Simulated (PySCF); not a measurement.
A run for PySCF: D3(BJ) and D4 dispersion corrections on BrH3Si (SMILES [SiH3]Br).

```python
from pyscf import gto
from pyscf.dispersion import dftd3, dftd4

mol = gto.M(
    atom='''
    Si   -0.09735619   -0.09735552   -0.09735552
    Br    1.19312780    1.19312988    1.19312988
    H     0.77836672   -0.93707205   -0.93707205
    H    -0.93706917    0.77837066   -0.93707298
    H    -0.93706917   -0.93707298    0.77837066
    ''',
    basis='def2-svp',
    charge=0, spin=0, verbose=0, max_memory=1800)
d3, d4 = {}, {}
for xc in ['hf', 'pbe', 'blyp', 'revpbe', 'tpss', 'r2scan', 'b3lyp', 'pbe0', 'bhlyp', 'camb3lyp', 'b2plyp']:
    d3[xc] = float(dftd3.DFTD3Dispersion(mol, xc=xc, version='d3bj', atm=False).get_dispersion()['energy'])
    print(f'D3(BJ) {xc:10s} {d3[xc]:14.8f} Eh')
for xc in ['hf', 'pbe', 'blyp', 'revpbe', 'tpss', 'r2scan', 'b3lyp', 'pbe0', 'bhlyp', 'camb3lyp', 'b2plyp']:
    d4[xc] = float(dftd4.DFTD4Dispersion(mol, xc={'camb3lyp': 'cam-b3lyp'}.get(xc, xc), atm=True).get_dispersion()['energy'])
    print(f'D4     {xc:10s} {d4[xc]:14.8f} Eh')
```

The log:

```
D3(BJ) hf            -0.02884890 Eh
D3(BJ) pbe           -0.00318696 Eh
D3(BJ) blyp          -0.00736376 Eh
D3(BJ) revpbe        -0.00776693 Eh
D3(BJ) tpss          -0.00414886 Eh
D3(BJ) r2scan        -0.00082528 Eh
D3(BJ) b3lyp         -0.00613130 Eh
D3(BJ) pbe0          -0.00287107 Eh
D3(BJ) bhlyp         -0.00532701 Eh
D3(BJ) camb3lyp      -0.00281482 Eh
D3(BJ) b2plyp        -0.00311278 Eh
D4     hf            -0.01014979 Eh
D4     pbe           -0.00292498 Eh
D4     blyp          -0.00644252 Eh
D4     revpbe        -0.00814541 Eh
D4     tpss          -0.00393095 Eh
D4     r2scan        -0.00062013 Eh
D4     b3lyp         -0.00482571 Eh
D4     pbe0          -0.00244836 Eh
D4     bhlyp         -0.00413215 Eh
D4     camb3lyp      -0.00251372 Eh
D4     b2plyp        -0.00200244 Eh
```

The run finished.

Cost: roughly 0.05 core-seconds.
